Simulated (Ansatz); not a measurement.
HgBr2, SMILES [Br][Hg][Br].

Geometry optimised at PBE0-D3(BJ)/def2-SVP. The isomer is the one that the SMILES or the coordinates give; other isomers of the formula were not compared. The def2 effective core potentials stand for the cores of Hg; spin–orbit coupling is left out.

Two levels are set side by side: PBE/def2-SVPD (Ansatz, a first-principles code) and PBE0/def2-SVPD (Ansatz). Energy differences of separate SCF runs at the same geometry; the states with an electron removed or added have multiplicity 2 and 2. Differences are taken from unrounded values.

```
quantity                             PBE
---------------------------------  -----
vertical ionisation energy (eV)    10.02
vertical electron affinity (eV)     1.03
vertical singlet–triplet gap (eV)   3.62
```

### Question
These are the PBE values. What does PBE0 give? (The exact figures need the calculation; the answer reports its results.)

### Answer

```
quantity                            PBE0  PBE minus PBE0
---------------------------------  -----  --------------
vertical ionisation energy (eV)    10.45           -0.43
vertical electron affinity (eV)     0.97            0.06
vertical singlet–triplet gap (eV)   4.07           -0.45
```
